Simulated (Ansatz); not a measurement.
Consider the formal exchange of groups at a C–C bond: `O=C(O)c1ccccc1Br` + `CCCC` → `CCC(C)C(=O)O` + `Brc1ccccc1`.

Gas-phase electronic energies from Ansatz, PBE0-D4/def2-TZVP geometries. CCSD(T)/CBS adds triple-zeta CCSD(T) − MP2 to the extrapolated MP2 energy (def2 sets, frozen cores). DFT in def2-TZVPP. For Br outer-core shells are correlated without core-valence functions, which leaves a few kJ/mol of doubt a bond. Scalar relativity is left out up to krypton. One conformer a species, not always the lowest.

| species | BHLYP energy (Eh) |
| --- | --- |
| `O=C(O)c1ccccc1Br` | -2994.28610 |
| `CCCC` | -158.40648 |
| `CCC(C)C(=O)O` | -346.96673 |
| `Brc1ccccc1` | -2805.73330 |

Question: Work out ΔE.

Answer: ΔE = (-346.96673) + (-2805.73330) − (-2994.28610) − (-158.40648) = -0.00745 Eh = -0.20 eV. CCSD(T)/CBS gives -0.22 eV.

Largest T1 diagnostic among the species: 0.013.

In def2-TZVPP, CCSD(T) changes the Hartree–Fock value by +0.08 eV (the triples alone add +0.03 eV) and MP2 by +0.10 eV. From PBE to PBE0 (25 % exact exchange), in def2-TZVPP and without D4, ΔE moves by −0.04 eV.
